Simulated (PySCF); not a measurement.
Adding and removing an electron: SiHg

r²SCAN; Si def2-SVP, Hg def2-SVP with ECP60; scalar-relativistic core potentials (PySCF 2.14). Neutral (UKS): triplet (π ↑↑), Re = 2.559 Å, ωe = 209 cm⁻¹, De = 0.66 eV, HOMO -4.65 eV, LUMO -3.44 eV.

SiHg⁺ (UKS): doublet (π ↑), Re = 2.599 Å, ωe = 216 cm⁻¹, De = 1.50 eV to Si⁺ + Hg. The energies at the minima are -442.84857 hartree for SiHg and -442.57335 for SiHg⁺.

Problem. Work out the adiabatic ionisation energy, without and with harmonic zero-point energies (1 hartree = 27.2114 eV, 1 eV = 8065.5 cm⁻¹), and the change of the bond length.

Solution. At r²SCAN: 0.27522 hartree = 7.489 eV between the minima; the zero-point term (216.0 − 209.0)/2 cm⁻¹ = +0.000 eV makes it 7.490 eV. Re changes by +4.0 pm against the neutral. The electron leaves a π orbital, and the longer bond of the ion fits a bonding orbital, or a change in how ionic the bond is.

Spin–orbit coupling is left out, which matters for elements this heavy, above all for dissociation energies. For an ion De counts to the pair picked by the measured ionisation energies or electron affinities, which need not be the lowest pair at this level. States were picked by a PBE0 search and need not be the measured ground states.
